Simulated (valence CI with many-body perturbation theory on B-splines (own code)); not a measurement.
Values are calculated unless marked as measured or tabulated.
## Level structure of Tc XXXIX

Method: relativistic CI+MBPT: three valence electrons over a frozen Dirac-Fock core [He], a basis of 11 s, 11 p, 10 d, 8 f, 5 g, 2 h functions for each j, with the one-electron correlation potential Σ1 (screened to all orders), the two-electron term Σ2, the three-electron term Σ3, Breit, model QED; selected single and double excitations, second order for the rest, scaled by the run's own slope (own B-spline code, finite nucleus).

The last digits are not significant, and no measured levels were compared; by estimate large intervals hold to a few tenths of a per cent, small ones and those within an open d or f shell to about a per cent.

Levels 181 to 205 of 205, with energies above the lowest level, (2s^2 2p1/2) J=1/2. "Leading %" is the weight of the configuration and term that name the level; weights of strongly mixed levels are sums over their largest components and can fall short. In the jj column 3d3/2^4 stands for four electrons in 3d with j = 3/2.

```tsv
No.	Configuration	Term	J	E (eV)	Leading %	Leading jj	g
181	2s 2p 4f	4F	7/2	4486.3	40	2s 2p3/2 4f5/2 (99 %)	1.128
182	2s 2p 4f	4F	5/2	4486.8	47	2s 2p3/2 4f5/2 (100 %)	1.068
183	2s 2p 4d	2P°	1/2	4486.8	79	2s 2p3/2 4d5/2 (94 %)	0.701
184	2s 2p 4f	4G	9/2	4487.2	54	2s 2p3/2 4f5/2 (74 %)	1.206
185	2s 2p 4f	4D	3/2	4487.8	63	2s 2p3/2 4f5/2 (100 %)	0.935
186	2s 2p 4f	4D	1/2	4488.6	100	2s 2p3/2 4f5/2 (100 %)	0.009
187	2s 2p 4f	2F	7/2	4489.0	40	2s 2p3/2 4f7/2 (99 %)	1.196
188	2s 2p 4f	4G	11/2	4489.1	100	2s 2p3/2 4f7/2 (100 %)	1.267
189	2s 2p 4f	2G	9/2	4489.2	68	2s 2p3/2 4f7/2 (74 %)	1.176
190	2s 2p 4f	2F	5/2	4490.1	34	2s 2p3/2 4f7/2 (100 %)	1.127
191	2s 2p 4f	2D	3/2	4491.6	75	2s 2p3/2 4f7/2 (100 %)	0.869
192	2p2 4d	2D	5/2	4492.6	28	2p1/2^2 4d5/2 (96 %)	1.200
193	2p2 4f	2F°	5/2	4497.3	34	2p1/2^2 4f5/2 (97 %)	0.853
194	2s 2p 4p	2P	1/2	4498.1	60	2s 2p3/2 4p1/2 (96 %)	1.138
195	2s 2p 4p	2D	3/2	4498.4	69	2s 2p3/2 4p1/2 (95 %)	0.945
196	2p2 4f	2F°	7/2	4499.8	30	2p1/2^2 4f7/2 (97 %)	1.141
197	2s 2p 4p	2D	5/2	4512.4	84	2s 2p3/2 4p3/2 (95 %)	1.232
198	2s 2p 4p	2P	3/2	4514.6	67	2s 2p3/2 4p3/2 (96 %)	1.246
199	2s 2p 4p	2S	1/2	4515.5	64	2s 2p3/2 4p3/2 (95 %)	1.632
200	2s 2p 4d	2D°	3/2	4526.8	80	2s 2p3/2 4d3/2 (93 %)	0.840
201	2s 2p 4d	2F°	5/2	4527.1	76	2s 2p3/2 4d3/2 (96 %)	0.923
202	2s 2p 4d	2P°	1/2	4529.2	86	2s 2p3/2 4d3/2 (96 %)	0.617
203	2s 2p 4d	2F°	7/2	4530.0	85	2s 2p3/2 4d5/2 (96 %)	1.164
204	2s 2p 4d	2D°	5/2	4532.2	73	2s 2p3/2 4d5/2 (96 %)	1.161
205	2s 2p 4d	2P°	3/2	4533.7	83	2s 2p3/2 4d5/2 (93 %)	1.296
```
